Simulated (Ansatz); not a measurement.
SrSe₂⁻. Charge -1, multiplicity 2. Geometry PBE-D4/def2-TZVPD; atoms count from 1.

```xyz
3

Sr    0.012    0.008   -0.002
Se   -0.423    1.300    2.371
Se    0.411   -1.307   -2.369
```

In the def2 sets Sr takes a core potential; there is no spin–orbit coupling. The structure comes from a short search, and lower isomers may exist.

**Question.** Estimate the Mulliken populations from the PBE0/def2-TZVPD orbitals of Ansatz.

**Answer.** 
| atom | charge (e) | spin (α − β) |
| --- | --- | --- |
| Sr1 | 0.88 | -0.05 |
| Se2 | -0.94 | 0.53 |
| Se3 | -0.94 | 0.53 |
Mulliken values and Mayer orders depend strongly on the basis. With diffuse functions, as here, like atoms can get unlike values, and bond orders can come out too low or too high.

**Question.** Where does the spin sit?

**Answer.** Summed by element: Sr -0.05, Se 1.05, of 1 unpaired in all. Largest on single atoms: Se2 0.53, Se3 0.53, Sr1 -0.05.

**Question.** And the Mayer bond orders between bonded heavy atoms (over 0.3)?

**Answer.** Sr1–Se2 0.87 (2.74 Å); Sr1–Se3 0.87 (2.74 Å).
